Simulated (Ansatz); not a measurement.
C3H10NNbO3 (`C[O][Nb](=[NH])([O]C)[O]C`), charge 0, multiplicity 1.

Problem. Give a relaxed structure at PBE0-D4/def2-TZVP (the Gaussian-basis code of Ansatz). (Best estimate.)

Solution. The calculation gave: 
```xyz
18

C     1.1236   -0.9430    2.7630
O     0.3594   -1.0181    1.5974
Nb   -0.0547   -0.0913   -0.0003
N     0.8589    1.4070   -0.0255
O     0.4406   -1.1201   -1.5102
C     1.2665   -1.1205   -2.6354
O    -1.8990    0.3307   -0.0625
C    -2.7965    1.3984   -0.1150
H     1.7179   -0.0232    2.7882
H     1.8017   -1.8007    2.8207
H     0.4692   -0.9622    3.6407
H     1.3842    2.2676   -0.0399
H     0.6602   -1.1984   -3.5439
H     1.9452   -1.9790   -2.6002
H     1.8630   -0.2033   -2.6891
H    -2.2688    2.3575   -0.1554
H    -3.4309    1.3091   -1.0030
H    -3.4407    1.3894    0.7704
```
Point group C3v.
This is one stationary point; other conformers may exist.
